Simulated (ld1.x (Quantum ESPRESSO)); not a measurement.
# Pt (Z = 78): PAW pseudisation with LDA (PZ), scalar-relativistic reference atom.

```
Element                 : platinum
Generator               : ld1.x (Quantum ESPRESSO) 7.5
Type                    : PAW
Functional              : LDA (PZ)
Relativity              : scalar-relativistic
Frozen core             : [Xe]
Valence charge          : 24
Reference configuration : 4f13.5 5d9.5 6s1 6p0
Partial waves           : 6s (bound): rcut 1.80, rcutus 1.95 bohr; 6s channel at 0.7 Ry: rcut 1.80, rcutus 1.95 bohr; 6p (bound, empty): rcut 2.30, rcutus 2.75 bohr; 6p channel at 4.1 Ry: rcut 2.30, rcutus 2.75 bohr; 5d (bound): rcut 1.80, rcutus 2.15 bohr; 5d channel at -0.2 Ry: rcut 1.80, rcutus 2.15 bohr; 4f (bound): rcut 0.60, rcutus 0.65 bohr; 4f channel at -2.35 Ry: rcut 0.60, rcutus 0.65 bohr
Local potential         : all-electron potential smoothed inside 0.85 bohr (lloc = -1)
Core correction         : Bessel-smoothed model core, default radius (core density twice the valence density)
Augmentation charge     : BESSEL, radius 0.50 bohr
```

Question: Does the generator finish with these settings?

Answer: No. ld1.x (Quantum ESPRESSO) 7.5 stopped with "run_pseudo: Errors in PS-KS equation": the pseudo-atom solver did not find the valence states with the expected number of nodes, which is the usual sign of a ghost state. Before that it printed "Warning: n=1, l=0 expected 0 nodes, found 1".
